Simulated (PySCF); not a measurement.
An unknown is described by computed data only.

Formula: C6H5OP.

| Property | Result |
| --- | --- |
| NMR, other nuclei | isotropic shieldings of nuclei other than C and H, by class: -337 (1 O), 85 (1 P) ppm [GIAO PBE0/pcSseg-1] |
| 13C NMR | chemical shifts (computed TMS as zero) by class: 198.0 (1 C), 172.3 (1 C), 171.4 (1 C), 142.8 (1 C), 139.8 (1 C), 134.5 (1 C) ppm [GIAO PBE0/pcSseg-1] |
| Polarisability | 96.1 au [CAM-B3LYP/def2-SVPD] |
| UV, first state | lowest singlet excitation: 3.79 eV (327 nm, f = 0.000) [TDDFT CAM-B3LYP/def2-SVPD] |
| UV, strongest line | among the 8 lowest singlet transitions: S6 at 5.80 eV (214 nm, f = 0.578) [TDDFT CAM-B3LYP/def2-SVPD] |
| Triplet | lowest triplet excitation (Tamm–Dancoff): 3.06 eV [TDA CAM-B3LYP/def2-SVPD] |
| Rotational structure | rotational constants A, B, C: 4.054, 1.240, 0.950 GHz [GFN2-xTB] |
| Dipole | 2.06 D [CAM-B3LYP/def2-SVPD] |
| 1H NMR | chemical shifts (computed TMS as zero) by class: 10.23 (1 H), 9.57 (1 H), 9.52 (1 H), 8.70 (1 H), 8.46 (1 H) ppm [GIAO PBE0/pcSseg-1] |

Electronic properties: PySCF, gas phase, density fitting. Levels stand in brackets. One conformer (not necessarily the lowest) at the GFN2-xTB geometry, without solvent, vibrations or thermal averaging. NMR classes are plain means over equivalent atoms (diastereotopic ones count apart unless rotation or inversion swaps them), as if these changed places fast.

**Question.** Propose a structure and show how it fits.

**Answer.** Numbering: `[O:1]=[CH:2][c:3]1[cH:4][cH:5][cH:6][p:7][cH:8]1`. 6 carbons fall into 6 classes; from least to most shielded: aldehyde carbon [C2] (198.0 ppm), aromatic CH carbon [C6] (172.3 ppm), aromatic CH carbon [C8] (171.4 ppm), substituted aromatic carbon [C3] (142.8 ppm), aromatic CH carbon [C5] (139.8 ppm), aromatic CH carbon [C4] (134.5 ppm). Hydrogen classes from least to most shielded: 1 H on an aldehyde carbon, C2 (10.23 ppm), 1 H on an aromatic CH carbon, C8 (9.57 ppm), 1 H on an aromatic CH carbon, C6 (9.52 ppm), 1 H on an aromatic CH carbon, C4 (8.70 ppm), 1 H on an aromatic CH carbon, C5 (8.46 ppm). The other shieldings belong to: -337 ppm, aldehyde oxygen [O1]; 85 ppm, phosphorus bonded to 2 C [P7]. The optimised geometry has point group Cs and is an asymmetric top. Structure: `O=CC1=CC=CP=C1`. Computed isomers that give other values at the same levels: `O=Cc1ccccp1` (13C chemical shifts (computed TMS as zero) by class: 196.5 (1 C), 174.6 (1 C), 165.2 (1 C), 142.2 (1 C), 140.3 (1 C), 135.1 (1 C) ppm); `C#Cc1coc(C)p1` (13C chemical shifts (computed TMS as zero) by class: 206.7 (1 C), 157.7 (1 C), 131.8 (1 C), 93.9 (1 C), 80.6 (1 C), 21.1 (1 C) ppm); `C#Cc1oc(C)cp1` (13C chemical shifts (computed TMS as zero) by class: 181.2 (1 C), 165.7 (1 C), 130.2 (1 C), 98.7 (1 C), 82.0 (1 C), 19.1 (1 C) ppm). The assignments are read from this structure; whether some other isomer fits the data as well wasn't checked.

Shape of the structure used: `[O:1]=[CH:2][c:3]1[cH:4][cH:5][cH:6][p:7][cH:8]1`: O1–C2–C3–C4 0°.
